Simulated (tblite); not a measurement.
C6H3ClFO (doublet state).
Geometry (GFN2-xTB, Å), atoms numbered from 1 in this order:
```xyz
12
C6H3ClFO angstrom
O      2.205    0.753    0.209
C      0.961    0.267    0.090
C      0.685   -1.112    0.093
Cl     2.027   -2.210    0.254
C     -0.604   -1.525   -0.029
C     -1.685   -0.708   -0.158
C     -1.434    0.663   -0.165
C     -0.137    1.123   -0.042
F      0.085    2.451   -0.049
H      2.827    0.011    0.287
H     -2.688   -1.088   -0.251
H     -2.239    1.374   -0.265
```

Level: GFN2-xTB in tblite, geometry and Hessian alike; calculated harmonic values, unscaled, isolated species. The method is semi-empirical: single wavenumbers can be off by several per cent or more. One conformer, not necessarily the lowest. Open shells enter through the occupations alone, without spin polarisation, and single modes of such species can be off by tens of per cent.

Harmonic wavenumbers (cm⁻¹): 110.4, 216.6, 216.6, 270.6, 282.9, 362.2, 449.7, 456.8, 473.9, 503.0, 527.7, 609.5, 625.1, 779.4, 795.8, 838.4, 872.1, 1091.8, 1114.6, 1160.6, 1180.6, 1261.0, 1300.1, 1404.4, 1457.0, 1514.5, 1598.4, 3100.1, 3109.2, 3387.8.

A = 2398, B = 1173, C = 787.6 MHz; mass 144.986 u (most abundant isotopes); point group Cs, symmetry number 1; spin multiplicity 2.

What is the zero-point energy?

Half the sum of the wavenumbers: 15535 cm⁻¹ = 185.85 kJ/mol.

Give the ideal-gas entropy at 400 K and 1 bar in the rigid-rotor, harmonic-oscillator model (classical rotation).

Translation 177.03, rotation 126.52, vibration 103.39, spin (R ln 2) 5.76: S = 412.7 J/(mol K).

And Cp and H(400 K) − H(0)?

Cp = 158.25 J/(mol K), of which vibrations give 124.99 (their classical limit is 30 R = 249.4); H(400 K) − H(0) = 37.65 kJ/mol without the zero-point energy, 24.34 from vibrations.

How do the functions run with temperature in this model?

```tsv
T (K)	S (J/(mol K))	Cp (J/(mol K))	H − H(0) (kJ/mol)	G − H(0) (kJ/mol)	ln q(vib)
150	300.6	76.9	7.42	-37.67	0.93
250	348.9	114.3	17.03	-70.20	2.45
298.15	370.4	129.9	22.92	-87.52	3.28
600	484.8	196.9	73.49	-217.41	8.76
900	571.4	228.6	137.85	-376.40	13.86
```

q(vib) and H(0) count from the zero-point level.

Blend soft modes into free rotors: weight 1/[1 + (100 cm⁻¹/ν̃)⁴] for the oscillator and the rest for a rotor with moment μB/(μ + B), μ = h/(8π²ν), B = 10⁻⁴⁴ kg m². What vibrational entropy results?

102.05 J/(mol K) in place of 103.39, which changes −T·S at 400 K by +0.54 kJ/mol.

Which modes carry the vibrational entropy at 400 K?

110.4 cm⁻¹: 16.05; 216.6 cm⁻¹: 10.60; 216.6 cm⁻¹: 10.60; 270.6 cm⁻¹: 8.86; 282.9 cm⁻¹: 8.52; 362.2 cm⁻¹: 6.68 J/(mol K); the other 24 give 42.09 together.

What must be added to the electronic energy to get the Gibbs energy at 400 K and 1 bar?

ZPE + [H(400 K) − H(0)] − T·S = 185.85 + 37.65 − 165.08 = 58.42 kJ/mol.

Hindered rotation and anharmonicity are outside this model. Other conformers, if any are populated, would add a mixing term that is left out.
